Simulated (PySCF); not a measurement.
## UHF on Ru⁺ (ruthenium, charge +1)

Configuration: [Kr] 4d7, high-spin 4F determinant. Calculation: PySCF 2.14, in x2c-SVPall; the spin-free X2C one-electron Hamiltonian (Gaussian nucleus).

```
Total energy                        : -4527.337762 hartree
One-electron energy                 : -6234.0490 hartree
Hartree (Coulomb) energy            : 1839.1364 hartree
Exchange energy                     : -132.4252 hartree
⟨S²⟩                                : 3.7545
⟨L²⟩                                : 12.038
Sum of ⟨r⟩                          : 28.33 bohr
Sum of ⟨r²⟩                         : 36.82 bohr²
Langevin diamagnetic susceptibility : -29.2 ×10⁻⁶ cm³/mol
Time after the integrals            : 0.24 s of wall time on 1 thread of Neoverse-V2 (shared host)
```

```tsv
shell	electrons	mean orbital energy (eV)	spread (eV)	rms radius, mean of both spins (bohr)
1s β	1	-22240.7	0	0.0384
1s α	1	-22240.7	0	0.0384
2s α	1	-3283.6	0	0.158
2s β	1	-3282.8	0	0.158
2p α	3	-2937.0	0	0.140
2p β	3	-2936.3	0	0.140
3s α	1	-618.51	0	0.428
3s β	1	-618.11	0	0.428
3p α	3	-501.17	0	0.433
3p β	3	-500.69	0	0.433
3d α	5	-312.39	0.255	0.418
3d β	5	-311.32	0.963	0.418
4s α	1	-103.25	0	1.09
4s β	1	-98.639	0	1.09
4p α	3	-68.752	0	1.22
4p β	3	-62.785	0	1.22
4d α	5	-18.966	0.976	1.78
4d β	2	-16.614	0	1.78
```

Densities and radii are taken from the X2C orbitals without a picture-change correction, which distorts them close to the nucleus.
